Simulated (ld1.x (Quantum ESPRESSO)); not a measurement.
## S (Z = 16): one change to a TM potential, before and after

```
Element                 : sulfur (S)
Generator               : ld1.x (Quantum ESPRESSO) 7.5
Type                    : norm-conserving Troullier–Martins (Kleinman–Bylander form)
Functional              : PBE
Relativity              : fully relativistic
Frozen core             : [Ne]
Valence charge          : 6
Reference configuration : 3s2 3p4
Partial waves           : 3s (bound): rc 1.00 bohr; 3d channel at -0.15 Ry: rc 1.15 bohr; 3p (bound): rc 1.25 bohr
Local potential         : the p channel
Core correction         : none
```

Open shells are filled in proportion to 2j + 1 (rel_dist='average').

All-electron outer shells of the reference configuration (PBE, scalar-relativistic, ld1.x):

```csv
shell,level (eV),outermost node (bohr),outermost maximum (bohr)
2s,-211.71,0.13,0.39
2p,-156.51,–,0.33
3s,-17.26,0.60,1.40
3p,-7.01,0.58,1.61
```

Change: wave 3s (bound): rc 1.00 bohr becomes 3s (bound): rc 1.52 bohr.

Cutoffs: the cutoffs (Ry, on a coarse ladder) from which the occupation-weighted sum of valence levels, in a spherical-Bessel basis at the reference potential, stays within 10 and 1 mRy of its value at 400 Ry; they do not see the model core or the augmentation charge, which bear on the density cutoff. Errors are all-electron minus pseudo energies relative to the spin-unpolarised reference configuration.

Question: What does the change do?

Answer: The potential gets softer (90 Ry and 230 Ry → 55 Ry and 110 Ry); of the 7 tests that both files solve, the error grows in 0 and shrinks in 6 by more than 15 % and 0.3 meV (median size 23.7 → 3.1 meV); neither file shows a bound ghost. A larger radius leaves more room for a smooth pseudo-wave, so fewer plane waves are needed. That the errors move this way runs against the usual rule that smaller radii transfer better.

| quantity | base | changed |
| --- | --- | --- |
| cutoff, loose | 90 Ry | 55 Ry |
| cutoff, tight | 230 Ry | 110 Ry |
| loose cutoff by channel (10 mRy a level) | s 70 Ry, p 12 Ry | s 21 Ry, p 12 Ry |
| bound ghosts | none | none |
| largest miss of a reference level, eV | 0.06 | 0.06 |
| error for 3s2 3p3, meV [ΔE 11.77 eV] | +4.9 | +3.1 |
| error for 3s2 3p2, meV [ΔE 34.05 eV] | +32 | +19 |
| error for 3s2 3p1, meV [ΔE 68.09 eV] | +117 | +63 |
| error for 3s2 3p4.3, meV [ΔE -1.71 eV] | +0.1 | 0.0 |
| error for 3s2 3p0, meV [ΔE 114.89 eV] | +330 | +165 |
| error for 3s1 3p5, meV [ΔE 10.31 eV] | +24 | +0.6 |
| error for 3s2 3p3.5, meV [ΔE 4.66 eV] | +1.0 | +0.7 |
